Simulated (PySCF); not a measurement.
# Basis and Hamiltonian dependence of the excitation energy of Ar²⁺

Ar²⁺ [Ne] 3s2 3p4 (3P) → Ar²⁺ [Ne] 3s2 3p3 3d1 (5D). Calculated with PySCF 2.14 from differences of total energies of unrestricted determinants, without spin-orbit coupling. Values in eV.

```tsv
basis	Hamiltonian	functions	UHF	PBE	PBE0	MP2 (valence)	CCSD(T) (valence)	CCSD(T) (valence and next inner shell)
aug-cc-pVDZ-DK	spin-free X2C	27	20.013	20.561	20.603	20.701	20.720	n/a
ANO-RCC-VTZP	spin-free X2C	34	18.477	19.129	19.134	19.158	19.289	19.275
aug-cc-pwCVDZ	non-relativistic	36	17.896	18.369	18.419	18.655	18.682	18.706
aug-cc-pVTZ-DK	spin-free X2C	50	18.486	19.067	19.115	19.123	19.236	n/a
x2c-TZVPPall with one added diffuse shell each of s, p, d type	spin-free X2C	51	17.245	17.714	17.782	17.923	18.058	18.070
dyall-av3z	spin-free X2C	84	18.537	19.113	19.161	19.205	19.319	n/a
x2c-QZVPPall with one added diffuse shell each of s, p, d, f type	spin-free X2C	86	17.173	17.652	17.720	17.848	17.980	17.985
dyall-acv3z	non-relativistic	113	17.031	17.515	17.579	17.691	17.817	n/a
dyall-acv3z	spin-free X2C	113	17.087	17.568	17.633	17.749	17.875	n/a
```

Frozen in the all-electron rows: valence: [Ne]; valence and next inner shell: 1s2.

At UHF, aug-cc-pVDZ-DK, aug-cc-pwCVDZ, x2c-TZVPPall with one added diffuse shell each of s, p, d type, x2c-QZVPPall with one added diffuse shell each of s, p, d, f type, dyall-acv3z, dyall-acv3z lie more than 0.3 eV from the median of the rows with comparable relativity.
